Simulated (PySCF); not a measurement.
A side-by-side comparison of computed properties.

First species: C₇H₁₃FO.
SMILES with atom numbers: `[CH3:1][CH2:2][C:3]([CH3:4])([CH2:5][CH3:6])[C:7](=[O:8])[F:9]` (hydrogens: H10, H11, H12 on C1; H13, H14 on C2; H15, H16, H17 on C4; H18, H19 on C5; H20, H21, H22 on C6)

Second species: C6H9FNPS.
SMILES with atom numbers: `[CH3:1][CH2:2][n:3]1[cH:4][c:5]([S:6][CH3:7])[p:8][c:9]1[F:10]` (hydrogens: H11, H12, H13 on C1; H14, H15 on C2; H16 on C4; H17, H18, H19 on C7)

Cartesian coordinates in Å at the GFN2-xTB level; atoms count from 1:
```
atom  x, y, z in Å
C1    -2.9949    0.5990    0.1155
C2    -2.1227    0.0041   -0.9871
N3    -0.7895   -0.2696   -0.5017
C4     0.1995    0.6616   -0.4328
C5     1.3507    0.1898    0.1345
S6     2.7774    1.1988    0.3231
C7     3.8966    0.0093    1.1075
P8     1.2145   -1.5144    0.6275
C9    -0.3970   -1.4460    0.0257
F10   -1.2930   -2.4455    0.0233
H11   -3.0950   -0.1047    0.9386
H12   -3.9841    0.8212   -0.2747
H13   -2.5521    1.5170    0.4952
H14   -2.0410    0.7008   -1.8251
H15   -2.5581   -0.9314   -1.3469
H16    0.0321    1.6515   -0.8130
H17    4.8378    0.5233    1.2749
H18    3.4687   -0.3157    2.0529
H19    4.0402   -0.8398    0.4433
```

Levels: PBE0/pcSseg-1 for dipole moment, HOMO energy, LUMO energy and HOMO–LUMO gap; GFN2-xTB for rotational constant A and rotational constant C. Geometries: GFN2-xTB. Each structure is a single optimised conformer of the isolated species, non-relativistic unless stated; the electronic structure was computed with PySCF and density fitting.

The conformers computed, where there is a choice (atom-mapped SMILES and torsion angles):
- `[CH3:1][CH2:2][C:3]([CH3:4])([CH2:5][CH3:6])[C:7](=[O:8])[F:9]`: C1–C2–C3–C4 62°, C2–C3–C5–C6 175°, C2–C3–C7–O8 121°
- `[CH3:1][CH2:2][n:3]1[cH:4][c:5]([S:6][CH3:7])[p:8][c:9]1[F:10]`: C1–C2–N3–C4 -83°, C4–C5–S6–C7 180°

Values for the first species:

| Property | Result |
| --- | --- |
| Dipole moment | 3.11 D |
| HOMO energy | -8.65 eV |
| LUMO energy | -0.30 eV |
| HOMO–LUMO gap | 8.35 eV |
| Rotational constant A | 1.879 GHz |
| Rotational constant C | 1.196 GHz |

Question: Estimate the same properties for the second species, and the change in each.

Answer: 
```csv
property,first,second,second less first
dipole moment,3.11 D,2.72 D,-0.39 D
HOMO energy,-8.65 eV,-5.75 eV,+2.90 eV
LUMO energy,-0.30 eV,-0.14 eV,+0.16 eV
HOMO–LUMO gap,8.35 eV,5.61 eV,-2.74 eV
rotational constant A,1.879 GHz,1.919 GHz,+0.040 GHz
rotational constant C,1.196 GHz,0.485 GHz,-0.711 GHz
```

On the first: A dipole of 3.11 D is allowed in Cs, and pure rotational transitions are dipole-allowed. The dipole matches unit charges of opposite sign 0.65 Å apart (1 e·Å = 4.8032 D).

On the second: In atomic units the dipole is 1.07 e·bohr (1 au = 2.5417 D). A dipole of 2.72 D is allowed in C1, and pure rotational transitions are dipole-allowed.
